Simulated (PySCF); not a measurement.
Cl5Mo (SMILES [Cl][Mo]([Cl])([Cl])([Cl])[Cl]), doublet, at a GFN2-xTB geometry (such geometries of metal compounds can be far from the true shape) (core potentials on Mo).

Here is a job for PySCF.
```python
from pyscf import gto, scf, dft

mol = gto.M(
    atom='''
Mo    0.00924330   -0.07548706   -0.04503038
Cl    1.90161145   -0.15947901   -1.12922280
Cl    1.03631193   -1.04911892    1.83886530
Cl   -1.02218561    0.93375382   -1.90768418
Cl   -1.71118297   -1.39568895    0.20151672
Cl   -0.22739119    1.85703050    1.10777647
''',
    basis='def2-svp',
    ecp={'Mo': 'def2-svp'},
    spin=1,
    verbose=4,
)

mf = dft.UKS(mol)
mf.xc = 'lda,vwn'
mf = mf.density_fit(auxbasis='def2-universal-jkfit')
mf.kernel()
mf.analyze()
```

Task: What is the computed total energy (DF-SVWN5/def2-SVP in PySCF)?

Result: -2361.1764 Eh

Task: Predict the nuclear repulsion energy from DF-SVWN5/def2-SVP.

Result: 715.3735 Eh

Task: What number of basis functions does DF-SVWN5/def2-SVP give?

Result: 121

Task: What <S^2> does DF-SVWN5/def2-SVP give?

Result: 0.754

Task: What is the computed HOMO energy (DF-SVWN5/def2-SVP)?

Result: -5.83 eV

Task: Give the dipole moment at the level DF-SVWN5/def2-SVP.

Result: 0.67 D

These values belong to the state on which the SCF converged, which isn't shown to be the lowest.
